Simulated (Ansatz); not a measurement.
Program: Ansatz. Geometries: PBE0-D4/def2-TZVP. ΔE: electronic, gas phase. CBS: MP2 limit from def2 TZ/QZ plus the TZ coupled-cluster correction, frozen cores. This one scheme is used for every species. DFT in def2-TZVPP. For Se, Ti outer-core shells are correlated without core-valence functions, which leaves a few kJ/mol of doubt a bond. Scalar relativity is left out up to krypton. One conformer a species, not always the lowest.

`[F][Ti]([Cl])([Cl])[SeH]` + H–F → `[F][Ti]([F])([Cl])[Cl]` + H₂Se  (ligand exchange at a Ti–Se bond)

`[F][Ti]([Cl])([Cl])[SeH]`:

Cartesian coordinates in Å:
```
F 1.756 -0.485 1.206
Ti 0.420 0.192 0.338
Cl -1.020 1.147 1.662
Cl 1.060 1.612 -1.181
Se -0.610 -1.692 -0.723
H -1.606 -0.774 -1.303
```

H–F:

Z-matrix (Å, degrees):
```
F
H 1 0.920
```

`[F][Ti]([F])([Cl])[Cl]`:

```xyz
5

F     1.040    0.502    1.370
Ti    0.030    0.090    0.022
F    -0.353    1.531   -0.862
Cl    1.083   -1.296   -1.274
Cl   -1.801   -0.826    0.742
```

H₂Se:

```xyz
3

Se   -0.517   -0.393    0.217
H     0.228   -0.279   -1.042
H     0.289    0.672    0.825
```

```json
{"level": "BHLYP-D4", "ΔE (kJ/mol)": "-67.7"}
{"level": "ωB97X-V", "ΔE (kJ/mol)": "-82.0"}
```

Problem. What does CCSD(T)/CBS give? (Best estimate.)

Solution. Computed: -49.7 kJ/mol. The listed levels differ from it by -18.0, -32.3 kJ/mol.

Largest T1 diagnostic among the species: 0.024, so the coupled-cluster value is less sure than usual.

Leaving LDA and LC-ωPBE aside and taking each functional with its dispersion term where it has one, the values, not all of them listed here, spread over 28.8 kJ/mol, from ωB97X-V to PBE-QIDH. LDA lies +4.8 kJ/mol from PBE without D4. The D4 term adds +10.1 kJ/mol with B3LYP and +5.6 kJ/mol with PBE0; it sums over pairs of atoms, weighted by their polarisabilities, and B3LYP, whose exchange is more repulsive, gets the larger term.

CCSD(T)/CBS has its own doubt, a few kJ/mol and more with outer-core shells, so smaller differences from it don't rank the levels.

B3LYP here is the variant with VWN-RPA as its local correlation; programs differ in this.
